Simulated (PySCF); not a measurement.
CH5GaN, SMILES [CH3][Ga+][NH2], charge +1.

Geometry: PBE-D3(BJ)/def2-SVP. The spin state was assumed, not searched. The isomer is the one that the SMILES or the coordinates give; other isomers of the formula were not compared. The values are those of a single conformer.

These are PySCF with PBE-D3(BJ)/def2-SVP values and carry that method's errors.

Frequencies are harmonic and unscaled.

A small imaginary wavenumber (i) marks a very flat motion, where grid noise or a shallow saddle decides the sign.

Q: Estimate the vibrational spectrum. (An estimate is asked for; the answer gives what the named calculation found.)

A: 
```csv
mode,ν (cm⁻¹),IR (km/mol),moving atoms (share of kinetic energy)
1,12i,0.1,H 100 %
2,85,24.7,"N 45 %, Ga 26 %, C 17 %, H 11 %"
3,144,0.1,"Ga 28 %, H 28 %, N 24 %, C 20 %"
4,280,151.3,H 91 %
5,567,0.5,"C 66 %, H 16 %, N 13 %"
6,669,7.4,"H 86 %, N 11 %"
7,770,13.2,"H 82 %, C 16 %"
8,781,56.8,"H 79 %, C 14 %"
9,802,36.1,"N 59 %, Ga 26 %, H 12 %"
10,1182,0.4,"H 83 %, C 16 %"
11,1349,10.9,H 96 %
12,1351,7.6,H 96 %
13,1436,28.0,"H 90 %, N 10 %"
14,2983,26.4,H 98 %
15,3104,23.4,"H 90 %, C 10 %"
16,3116,22.1,"H 90 %, C 10 %"
17,3467,188.7,H 96 %
18,3574,146.9,"H 91 %, N 9 %"
```
